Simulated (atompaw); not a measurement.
# Cutoff test, chromium (Cr), PAW (atompaw)

atompaw 4.2.0.5 input, output lines left out:

```
Cr 24
GGA-PBE scalarrelativistic loggrid 1500 logderivrange -5 5 251
4 4 3 0 0 0
4 0 0
4 1 1
3 2 5
0 0 0
c
c
c
v
c
v
v
v
2
2.90 2.18 2.45 2.30
y
4.15
n
n
y
0.3
n
custom polynom gramschmidtortho sinc
bessel
2.90
2.90
1.25
1.80
1.85
1.85
```

The pseudo-atom Hamiltonian at the reference potential is diagonalised in spherical Bessel functions j_l(qr) that vanish at 20 bohr, with q² up to the cutoff. All-electron valence levels (Ry): 4s -0.3637, 3p -3.4438, 4p -0.1269, 3d -0.3139.

Question: How do the lowest levels (Ry) of each channel move with the cutoff, and are there ghosts?

Answer:

```json
{"cutoff (Ry)": "8", "s #1": "-0.3637", "p #1": "-1.5333", "p #2": "-0.0967", "p #3": "0.0288", "d #1": "0.0128", "d #2": "0.0868", "f #1": "0.0814", "Σ f·Δε (mRy)": "13127.0"}
{"cutoff (Ry)": "15", "s #1": "-0.3637", "p #1": "-2.3699", "p #2": "-0.1243", "p #3": "0.0200", "d #1": "-0.1862", "d #2": "0.0270", "f #1": "0.0814", "Σ f·Δε (mRy)": "7084.8"}
{"cutoff (Ry)": "21", "s #1": "-0.3637", "p #1": "-2.9480", "p #2": "-0.1267", "p #3": "0.0195", "d #1": "-0.3017", "d #2": "0.0246", "f #1": "0.0814", "Σ f·Δε (mRy)": "3036.3"}
{"cutoff (Ry)": "35", "s #1": "-0.3637", "p #1": "-3.4289", "p #2": "-0.1269", "p #3": "0.0194", "d #1": "-0.3127", "d #2": "0.0244", "f #1": "0.0814", "Σ f·Δε (mRy)": "95.7"}
{"cutoff (Ry)": "45", "s #1": "-0.3637", "p #1": "-3.4422", "p #2": "-0.1269", "p #3": "0.0194", "d #1": "-0.3136", "d #2": "0.0244", "f #1": "0.0814", "Σ f·Δε (mRy)": "11.8"}
{"cutoff (Ry)": "60", "s #1": "-0.3637", "p #1": "-3.4426", "p #2": "-0.1269", "p #3": "0.0194", "d #1": "-0.3138", "d #2": "0.0244", "f #1": "0.0814", "Σ f·Δε (mRy)": "8.0"}
{"cutoff (Ry)": "80", "s #1": "-0.3637", "p #1": "-3.4436", "p #2": "-0.1269", "p #3": "0.0194", "d #1": "-0.3139", "d #2": "0.0244", "f #1": "0.0814", "Σ f·Δε (mRy)": "1.4"}
{"cutoff (Ry)": "110", "s #1": "-0.3637", "p #1": "-3.4438", "p #2": "-0.1269", "p #3": "0.0194", "d #1": "-0.3139", "d #2": "0.0244", "f #1": "0.0814", "Σ f·Δε (mRy)": "0.4"}
{"cutoff (Ry)": "400", "s #1": "-0.3637", "p #1": "-3.4438", "p #2": "-0.1269", "p #3": "0.0194", "d #1": "-0.3139", "d #2": "0.0244", "f #1": "0.0814", "Σ f·Δε (mRy)": "0.0"}
```

Result: no extra level below or beside the all-electron valence levels (s, p, d, f tested); 10 mRy is reached at 50 Ry and 1 mRy at 90 Ry.
